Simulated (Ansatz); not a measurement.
## Which is lower?

Two relaxed structures of GeSiH$_{5}$ (charge -1), closed shell (PBE0-D4/def2-TZVPD; forces vanish, vibrations not checked).

A:

```xyz
7
angstrom
Si -0.0653 -1.3533 -0.1308
Ge 0.6460 0.9659 -0.0386
H 0.0895 -2.0830 1.1835
H -1.4709 -1.7382 -0.5357
H -0.0178 1.2585 -1.4714
H -0.6841 1.3724 0.7643
H 0.7688 -2.2034 -1.0611
```

B:

| atom | x (Å) | y (Å) | z (Å) |
| --- | --- | --- | --- |
| Si1 | 0.0561 | -1.6481 | -0.3742 |
| Ge2 | 0.2585 | 0.7479 | -0.1070 |
| H3 | 0.0778 | -1.8779 | 1.1463 |
| H4 | -1.4778 | -1.5684 | -0.4504 |
| H5 | 0.0207 | 1.5645 | -1.4256 |
| H6 | -0.6309 | 1.5515 | 0.9129 |
| H7 | 1.6956 | 1.2304 | 0.2980 |

Program: Ansatz 0.2.0. Basis: def2-TZVPPD. Cores are frozen in the correlated methods. Filled d shells of the heavier atoms are correlated. The def2 sets are not built for correlating such inner shells, so the correlated values are less sure here. B3LYP uses VWN-RPA correlation.

**Question.** Which structure is lower at CCSD(T), and by how much? (An estimate is asked for; the value comes from the calculation.)

**Answer.** The calculation gives: A, by 29.4 kJ/mol (electronic energy, against the other). By their contacts, A is GeSiH₅ ([SiH3][GeH2]), total charge -1 and B is GeSiH₅ ([SiH2][GeH3]), total charge -1.

All methods give the same order:

```
   method  E(B) − E(A) (kJ/mol)
   PBE-D4                  34.8
r2SCAN-D4                  37.6
  PBE0-D4                  34.0
 B3LYP-D4                  39.6
  wB97M-V                  36.0
       HF                  37.4
      MP2                  31.9
     CCSD                  29.8
  CCSD(T)                  29.4
```

No T1 diagnostic of these runs exceeds 0.015.

Labels in which every atom is bracketed show which atoms are joined, not bond orders.

For scale, one of the runs: CCSD(T)/def2-TZVPPD, 187 basis functions, launched by `ansatz run in.yaml --threads 2 --pin off --events-out ev --progress --plain --max-ram 4352MiB`. The run took 48 s on 2 CPU threads of an Arm Neoverse V1 (shared host), with 1.8 GiB of host memory at its peak.
